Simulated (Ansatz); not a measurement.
The cluster Zn₂F₂⁺, relaxed as a doublet with UKS PBE0-D4/def2-SVP in Ansatz, starting from the GFN1-xTB geometry. Force threshold 0.02 eV/Å.

The structure comes from a short search, and lower isomers may exist.

Start:

```xyz
4

Zn    0.751   -0.053   -0.694
Zn   -2.283    0.527    1.515
F    -0.656    0.233    0.302
F     2.189   -0.706   -1.123
```

Question: Estimate the energy that the relaxation releases and the steps that it takes.

Answer: 0.27 eV, in 5 steps; 16 s on 4 threads of Arm Neoverse V1 on a shared host. No frequencies were taken in this run, so the end may be a saddle point.

Question: Does the start keep its bonding and symmetry?

Answer: By distances, no bond broke or formed. The bond that changes most is Zn2–F3, from 2.05 to 1.95 Å (atoms count from 1). Point group Cs at the start, C∞v at the end, both within 0.05 Å.

Question: Predict the relaxed structure.

Answer: 
| atom | x (Å) | y (Å) | z (Å) |
| --- | --- | --- | --- |
| Zn1 | 0.805 | -0.212 | -0.490 |
| Zn2 | -2.333 | 0.620 | 1.413 |
| F3 | -0.711 | 0.198 | 0.417 |
| F4 | 2.239 | -0.605 | -1.340 |
Bond lengths (bridged metal pairs left out): 3 × F–Zn 1.71 to 1.95 Å.
